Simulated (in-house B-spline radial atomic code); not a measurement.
Atomic self-consistent-field run: V VI (V5+) (an excited or competing configuration). Method: Dirac-Hartree-Fock, average of the jj configuration, Fermi nucleus of rms radius 3.6002 fm. Calculated with a B-spline radial code for spherical atoms.

In the input, a minus or plus after the letter marks the j = l - 1/2 or j = l + 1/2 subshell.

Command:
```bash
python run_scf.py task.json out
```
Settings (nuclear radius in fm, mass in u):
```
Z                23
configuration    1s2 2s2 2p-2 2p+3 3s2 3p6 4f+1
hamiltonian      dirac
method           hf
spin_polarised   False
nucleus          fermi
rms_radius       3.6002
atomic_mass      50.94396
speed_of_light   137.035999084
```

Output (hartree, bohr):
```
 radial grid: 68 intervals, B-splines of order 8, outer radius 18.2456 bohr

 iter        energy (Eh)    residual
    1       -912.3881562    6.17e-01
    2       -920.6809521    2.13e-01
    3       -920.9273375    8.79e-02
    4       -920.9672919    3.72e-02
    5       -920.9761208    6.72e-03
    6       -920.9762878    2.83e-04
    7       -920.9762888    2.61e-05
    8       -920.9762888    5.69e-07
    9       -920.9762888    6.81e-08

 total energy                     -920.976289
 kinetic                            932.04324
 electron-nucleus                 -2125.02942
 electron-electron                  272.00989

 first-order corrections (not in the total)
   Gaunt                            0.32327
   retardation                     -0.02649
   frequency dependence            -0.00052
   self-energy                      0.22293
   Uehling                         -0.01763
   Wichmann-Kroll                   0.00009
   recoil                           0.00802

 orbital      occ     eigenvalue          <r>       <r^2>       <1/r>       r_max    small
 1s1/2      2.000     -208.83492     0.066331  0.00591488     22.8588      0.0435  6.81e-03
 2s1/2      2.000      -28.97342     0.301523    0.107234     4.91901      0.2524  1.26e-03
 2p1/2      2.000      -25.39310      0.26514   0.0861984     4.84341      0.2038  1.23e-03
 2p3/2      3.000      -25.15683     0.271705   0.0913235     4.73716      0.2066  1.19e-03
 3s1/2      2.000       -6.70788     0.865641    0.854906     1.62802      0.7732  3.03e-04
 3p1/2      2.000       -5.45992     0.886624    0.909326     1.53396       0.776  2.75e-04
 3p3/2      4.000       -5.40165     0.891693    0.923873     1.55372      0.7863  2.89e-04
 4f7/2      1.000       -1.15083      2.85649     9.15225    0.399884       2.538  3.42e-05
```

Cost of the run: 0.76 s on 1 thread of AMD EPYC 9R14, on a shared host.

For the Dirac Hamiltonian the kinetic term is c α·p + (β - 1)c².
